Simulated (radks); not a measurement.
The numbers below are computed, except where a source is named.
Coulomb parameter of the 4d shell of neutral niobium in the model configuration [Kr] 4d3.5 5s1.5, as a second difference U = [E(n + 0.5) + E(n - 0.5) - 2 E(n)] / (0.5)^2 with all orbitals relaxed. "Bare": the charge of the atom changes with n. "Screened": the 5s shell takes up the change at fixed total charge, which measures U(4d,4d) + U(5s,5s) - 2 U(4d,5s). Code: a radial shooting solver on a logarithmic mesh with Libxc functionals. Model: scalar-relativistic Kohn-Sham, SCAN, spin-unpolarised, spherical densities, finite nucleus; meta-GGA in the generalised Kohn-Sham scheme; Fermi nuclear charge, rms radius 4.324 fm.

| case | configuration | E - E(n) (eV) |
|---|---|---|
| start | [Kr] 4d3.5 5s1.5 | 0.000 |
| bare +0.5 | [Kr] 4d4 5s1.5 | -0.976 |
| bare -0.5 | [Kr] 4d3 5s1.5 | 2.862 |
| screened +0.5 | [Kr] 4d4 5s1 | 0.466 |
| screened -0.5 | [Kr] 4d3 5s2 | -0.248 |

U(bare) = 7.544 eV, U(screened by 5s) = 0.875 eV, against the Slater integral F0(4d,4d) = 11.792 eV with frozen orbitals. The step up makes a negative ion, whose loosely bound charge lowers the bare value.
